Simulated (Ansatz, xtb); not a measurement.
Relative energy of two structures of C2H5FIn

Structure X is `C[CH2][In][F]`, a doublet and structure Y is a doublet given by its coordinates. Both are isolated molecules in the gas phase, relaxed with PBE0-D3(BJ)/def2-SVP; the shapes shown needn't be the lowest conformers.

X (Å):

```xyz
9

C     0.4039   -0.8555    0.2717
C     0.0427   -1.5560    1.5581
F    -1.9298   -2.9617   -0.7558
In   -1.9762   -2.6354    1.2149
H     0.3136   -1.5227   -0.5982
H     1.4456   -0.4867    0.3100
H    -0.2396    0.0174    0.0830
H    -0.0900   -0.9080    2.4347
H     0.6911   -2.4082    1.8134
```

Y (Å):

```
atom    x (Å)    y (Å)    z (Å)
   C  -0.0177   0.5056  -1.2998
   C   0.9688  -0.6210  -1.3693
   F  -1.3321  -0.0148  -1.1084
  In  -0.3379  -2.3598  -0.7874
   H   0.1573   1.1776  -0.4463
   H  -0.0781   1.1042  -2.2216
   H   1.3892  -0.7787  -2.3710
   H   1.7853  -0.5334  -0.6381
   H  -0.7143  -2.5748   0.9350
```

Close contacts (Å): C1–C2 1.50, C1–F3 1.43, C2–In4 2.25, F3–In4 2.57, C1–H5 1.10, C1–H6 1.10, C2–H7 1.10, C2–H8 1.10, In4–H9 1.78.

Quicker runs give these differences E(Y) − E(X): GFN2-xTB +210.8 kJ/mol; HF/STO-3G +98.3 kJ/mol (at GFN2-xTB geometries); r2SCAN-D4/def2-SVP +196.0 kJ/mol (at GFN2-xTB geometries).

Question: Estimate E(Y) − E(X) at the level CCSD(T)/def2-SVP + ΔMP2/def2-TZVPP.

Answer: Calculated at CCSD(T)/def2-SVP + ΔMP2/def2-TZVPP: E(Y) − E(X) = +167.1 kJ/mol, so structure X lies lower.

Level by level:

| level | geometry | E(Y) − E(X) (kJ/mol) | departure from the last row (kJ/mol) | job, with rough time for the two |
| --- | --- | --- | --- | --- |
| GFN2-xTB | GFN2-xTB | +210.8 | +43.7 | optimisation, 0.17 s |
| HF/STO-3G | GFN2-xTB | +98.3 | −68.8 | single point, 1.6 s |
| r2SCAN-D4/def2-SVP | GFN2-xTB | +196.0 | +28.9 | single point, 7.5 s |
| PBE0-D3(BJ)/def2-SVP | PBE0-D3(BJ)/def2-SVP | +145.4 | −21.7 | optimisation, 2.2 min |
| HF/def2-SVP | PBE0-D3(BJ)/def2-SVP | +143.0 | −24.1 | part of the CCSD(T) run |
| MP2/def2-SVP | PBE0-D3(BJ)/def2-SVP | +147.6 | −19.6 | part of the CCSD(T) run |
| CCSD(T)/def2-SVP | PBE0-D3(BJ)/def2-SVP | +148.5 | −18.6 | single point |
| CCSD(T)/def2-SVP + ΔMP2/def2-TZVPP | PBE0-D3(BJ)/def2-SVP | +167.1 |  | single point, 68 s |

The levels shown agree on the order. The largest departure from CCSD(T)/def2-SVP + ΔMP2/def2-TZVPP is that of HF/STO-3G, 68.8 kJ/mol. The last row adds to CCSD(T) the change of the MP2 difference between the two basis sets, here +18.6 kJ/mol, a large step that makes the value less sure.

With harmonic frequencies from PBE0-D3(BJ)/def2-SVP (ideal gas, rigid rotor, one conformer each, 298.15 K, 1 atm): on the last row, ΔE + ΔZPE = +159.7 kJ/mol. A mode under 50 cm⁻¹ makes harmonic enthalpies and free energies unreliable, so none is given.

Open shells are spin-unrestricted, with notable spin contamination under HF/STO-3G. The correlated steps freeze 7 core orbitals; the filled d shell of In is correlated, in a basis made for valence electrons. Atoms past krypton carry core potentials in the def2 sets, other sets are all-electron and non-relativistic, and no spin–orbit term is included. Codes used: Ansatz 0.2.0, xtb 6.7.1; the last row on 2 threads of Arm Neoverse V2 on a shared host.
